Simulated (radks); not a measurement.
Spin polarisation of the 2s1 shell in the beryllium ion Be+. Start: [He] 2s(up 0.5, down 0.5); electrons of 2s are moved from spin down to spin up, other shells keep equal spins. Method: scalar-relativistic Kohn-Sham, PBE, spin-polarised, spherical densities, finite nucleus; Fermi nuclear charge, rms radius of each element as measured or else 0.836 A^(1/3) + 0.57 fm; computed with a radial shooting solver on a logarithmic mesh with Libxc functionals.

| moment (Bohr magnetons) | E - E(0) (eV) | e(2s up) (eV) | e(2s down) (eV) | 1s down minus up (eV) |
|---|---|---|---|---|
| 0 | 0.000 | -13.700 | -13.700 | 0.000 |
| 0.25 | -0.033 | -13.944 | -13.417 | 0.118 |
| 0.5 | -0.132 | -14.154 | -13.086 | 0.240 |
| 0.75 | -0.300 | -14.328 | -12.716 | 0.369 |

At moment 0.75 the spin-polarisation energy is -0.300 eV and the 2s exchange splitting 1.612 eV, that is 2.149 eV per Bohr magneton; E = -I m^2/4 would give I = 2.133 eV.
